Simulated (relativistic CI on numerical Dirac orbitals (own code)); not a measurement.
What each ingredient does to the levels of Mn XV

Base calculation: Dirac-Coulomb-Breit CI, KLI orbitals optimised for each configuration, QED by a radiative potential, unscaled Slater integrals.

CI space (outside the closed core [Ne]): 3s, 3p, 3d, 4s, 4p, 4d, 4f, 5s, 5p, 5d, 5f, 5g, 6s, 6p, 6d. Levels of other configurations are missing.

Variants: (1) P86 correlation estimate; (2) Breit term removed. Shifts of the energy above 3s 2S_1/2, in cm⁻¹, for the lowest level and the first level of each name with at least 55 % of one term (blank where a level changes its place among those of its configuration and J or its character, or is not in the variant):

| Level | Base | Δ(1) | Δ(2) |
| --- | --- | --- | --- |
| 3s 2S_1/2 | 0 | 0 | 0 |
| 3p 2P°_1/2 | 260501 | +865 | -481 |
| 3p 2P°_3/2 | 277528 | +865 | +36 |
| 3d 2D_3/2 | 632483 | -288 | +453 |
| 3d 2D_5/2 | 634620 | -288 | +746 |
| 4s 2S_1/2 | 1664428 | -1420 | +547 |
| 4p 2P°_1/2 | 1767325 | -1304 | +340 |
| 4p 2P°_3/2 | 1773922 | -1304 | +553 |
| 4d 2D_3/2 | 1903852 | -2381 | +701 |
| 4d 2D_5/2 | 1904842 | -2381 | +821 |
| 4f 2F°_5/2 | 1957544 | -1224 | +865 |
| 4f 2F°_7/2 | 1957917 | -1224 | +875 |
| 5s 2S_1/2 | 2370476 | -1046 | +716 |
| 5p 2P°_1/2 | 2421094 | -994 | +612 |
| 5p 2P°_3/2 | 2424339 | -994 | +717 |
| 5d 2D_3/2 | 2486929 | -1580 | +789 |
| 5d 2D_5/2 | 2487458 | -1580 | +847 |
| 5f 2F°_5/2 | 2514139 | -102 | +866 |
| 5f 2F°_7/2 | 2514328 | -102 | +874 |
| 5g 2G_7/2 | 2516480 | -2442 | +867 |
| 5g 2G_9/2 | 2516599 | -2442 | +867 |
| 6s 2S_1/2 | 2735791 | -764 | +785 |

At this charge energies of transitions that change n are usually good to better than 1 %, and those within a shell (Δn = 0) to a few per cent.

Ionisation energy from the two ground configurations alone: base 434.487 eV; P86 correlation estimate 434.711 eV; Breit term removed 434.595 eV. The NIST ASD value (semi-empirical) is 435.172 eV.
